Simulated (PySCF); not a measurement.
Ag2, multiplicity 1. Atoms are numbered in the order given.

```xyz
2

Ag     0.0000     0.0000    -1.2882
Ag     0.0000     0.0000     1.2882
```
Charge 0, spin multiplicity 1.

The structure is a stationary point at PBE0-D3(BJ)/def2-TZVPD. The multiplicity is an assumed one; other spin states were not compared. The def2 effective core potentials stand for the cores of Ag; spin–orbit coupling is left out.

All values below come from TDA-M06-2X/def2-TZVPD (PySCF 2.14.0).

Vertical excitations; the highest root listed may be one member of a degenerate set. The molecule is in vacuum. State labels are in the subgroup D2h.

Computed excitation energies, oscillator strengths and character:
```csv
state,symmetry,energy (eV),λ (nm),f,main pairs
S1,B1u,3.22,385,0.789,HOMO→LUMO 94 %
S2,B3u,4.41,281,0.551,HOMO→LUMO+2 (degenerate set)
S3,B2u,4.41,281,0.551,HOMO→LUMO+1 (degenerate set)
S4,Ag,4.73,262,0.000,"HOMO→LUMO+3 79 %, HOMO−1→LUMO 16 %"
S5,Ag,5.37,231,0.000,"HOMO−1→LUMO 80 %, HOMO→LUMO+3 17 %"
S6,B3g,5.41,229,0.000,HOMO→LUMO+5 (degenerate set)
S7,B2g,5.41,229,0.000,HOMO→LUMO+4 (degenerate set)
S8,B3u,5.46,227,0.065,HOMO−3→LUMO (degenerate set)
S9,B2u,5.46,227,0.065,HOMO−2→LUMO (degenerate set)
S10,B1g,5.64,220,0.000,HOMO−4→LUMO 94 %
T1,B1u,1.33,929,0,HOMO→LUMO 98 %
T2,B3u,3.35,371,0,HOMO→LUMO+2 (degenerate set)
T3,B2u,3.35,371,0,HOMO→LUMO+1 (degenerate set)
T4,Ag,4.06,305,0,HOMO→LUMO+3 92 %
```
Triplets are in the Tamm–Dancoff approximation.
